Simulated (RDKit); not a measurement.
RDKit input (UFF):

```python
from rdkit import Chem
from rdkit.Chem import AllChem, rdDetermineBonds

mol = Chem.MolFromXYZFile('mol.xyz')
rdDetermineBonds.DetermineBonds(mol, charge=0)
print('SMILES', Chem.MolToSmiles(Chem.RemoveHs(mol)))
ff = AllChem.UFFGetMoleculeForceField(mol)
e0 = ff.CalcEnergy()
flag = ff.Minimize(maxIts=5000, forceTol=1e-5)
print(f'energy {e0:.4f} -> {ff.CalcEnergy():.4f} kcal/mol, converged: {flag == 0}')
print(Chem.MolToXYZBlock(mol))
```
mol.xyz:
```
9

N      1.26736700    -0.55935600     0.30026800
B      0.00874500     0.01775100    -0.00501300
N     -1.20558000    -0.71747000     0.12405000
O      0.02507400     1.33664400    -0.43591900
H      2.11659000    -0.03244900     0.20583300
H      1.39675200    -1.50047800     0.62075600
H     -2.11099900    -0.33779900    -0.08392800
H     -1.23844400    -1.67181500     0.43391000
H     -0.84072200     1.69841700    -0.63437500
```

Output:

```
SMILES NB(N)O
energy 47.1325 -> 0.7579 kcal/mol, converged: True
9

N      1.186488   -0.531814   -0.477358
B     -0.073052    0.139197    0.064020
N     -1.040405   -0.614598    0.972807
O     -0.352571    1.529574   -0.285996
H      2.001504   -0.003349   -0.093252
H      1.247090   -1.501347   -0.094309
H     -1.954789   -0.662915    0.470149
H     -0.705486   -1.597175    1.085799
H     -0.889995    1.475871   -1.116279
```

The geometry given is a B3LYP-D3(BJ)/def2-TZVP minimum.
